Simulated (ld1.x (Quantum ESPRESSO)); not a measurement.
Configuration tests for germanium (PAW)

* Element: Ge (Z = 32)
* Generator: ld1.x (Quantum ESPRESSO) 7.5
* Type: PAW
* Functional: PBE
* Relativity: scalar-relativistic
* Frozen core: [Ar]
* Valence charge: 14
* Reference configuration: 3d10 4s1.75 4p2.25
* Partial waves: 4s (bound): rcut 1.35, rcutus 1.75 bohr; 4s channel at -0.3 Ry: rcut 1.35, rcutus 1.75 bohr; 4p (bound): rcut 2.00, rcutus 2.75 bohr; 4p channel at 0.05 Ry: rcut 2.00, rcutus 2.75 bohr; 3d (bound): rcut 0.75, rcutus 0.95 bohr; 3d channel at -1.25 Ry: rcut 0.75, rcutus 0.95 bohr; 4f channel at -0.2 Ry: rc 2.05 bohr
* Local potential: the f channel
* Core correction: Bessel-smoothed model core inside 1.00 bohr
* Augmentation charge: PSQ, inside the norm-conserving radii

Energies are relative to the spin-unpolarised reference configuration 3d10 4s1.75 4p2.25; without spin polarisation the order of configurations can differ from experiment.

```csv
valence configuration,charge,ΔE all-electron (eV),error AE − PS (meV)
3d10 4s2 4p2,0,-1.968,+0.2
3d10 4s2 4p1,+1,5.476,-0.6
3d10 4s2 4p0,+2,20.915,-2.1
3d10 4s1 4p2,+1,14.193,-1.2
3d10 4s0 4p0,+4,102.049,-33
```

Question: What are ΔE and the potential's error for 3d10 4s2 4p2.3?

Answer: ΔE = -2.851 eV all-electron; the error (AE − PS) is +0.3 meV.

Question: What are ΔE and the potential's error for 3d9 4s2 4p3?

Answer: ΔE = 27.659 eV all-electron; the error (AE − PS) is -255 meV.

Levels in the configuration 3d10 4s2 4p2.3:

| level | all-electron (eV) | pseudo (eV) |
| --- | --- | --- |
| 3d | -27.094 | -27.095 |
| 4s | -9.655 | -9.655 |
| 4p | -2.028 | -2.028 |
